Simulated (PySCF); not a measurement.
**Worked example: entropy of an ideal gas**

Sb(Br)(Me)2 (C₂H₆BrSb), SMILES [CH3][Sb]([CH3])[Br].

The structure is a stationary point at PBE0-D3(BJ)/def2-SVP. The structure was generated by enumeration; whether it is a known compound was not checked. The def2 effective core potentials stand for the cores of Sb; spin–orbit coupling is left out.

PBE0-D3(BJ)/def2-SVP run with PySCF gives the harmonic wavenumbers 106, 124, 135, 144, 187, 247, 521, 523, 725, 751, 766, 839, 1211, 1225, 1415, 1424, 1425, 1437, 3064, 3064, 3183, 3183, 3202, 3202 cm⁻¹ and the rotational temperatures 0.1771, 0.0583, 0.0547 K. The molar mass is 231.73 g/mol, the symmetry number 1, the spin multiplicity 1.

**Question.** Work out the entropy at 298.15 K and 1 atm in the rigid-rotor, harmonic-oscillator model.

**Answer.** 
Translation (Sackur–Tetrode at 1 atm): S = R[1.5 ln M + 2.5 ln T − 1.16487] = 176.7 J/(mol K).
Rotation: q = (√π/σ) T^1.5/√(θA θB θC) = 384000, S = R[ln q + 3/2] = 119.4 J/(mol K).
Vibration: with u = 1.4388 ν/T, each mode gives R[u/(e^u − 1) − ln(1 − e^−u)]:
```tsv
ν (cm⁻¹)	modes	u	S (J/(mol K))
106	1	0.51	13.98
124	1	0.60	12.71
135	1	0.65	12.02
144	1	0.69	11.51
187	1	0.90	9.44
247	1	1.19	7.33
521	1	2.51	2.54
523	1	2.52	2.52
725	1	3.50	1.16
751	1	3.62	1.05
766	1	3.70	0.99
839	1	4.05	0.74
1211	1	5.84	0.17
1225	1	5.91	0.16
1415	1	6.83	0.07
1424	1	6.87	0.07
1425	1	6.88	0.07
1437	1	6.93	0.06
```
The stiffer modes add less than 0.005 each. Sum 76.6 J/(mol K).
Spin: R ln 1 = 0.0 J/(mol K).
Total 372.6 J/(mol K); the program's own thermochemistry gives 372.6. Translation makes up 47 % and vibration 21 %. Anharmonicity, hindered rotation and orbital degeneracy are left out.
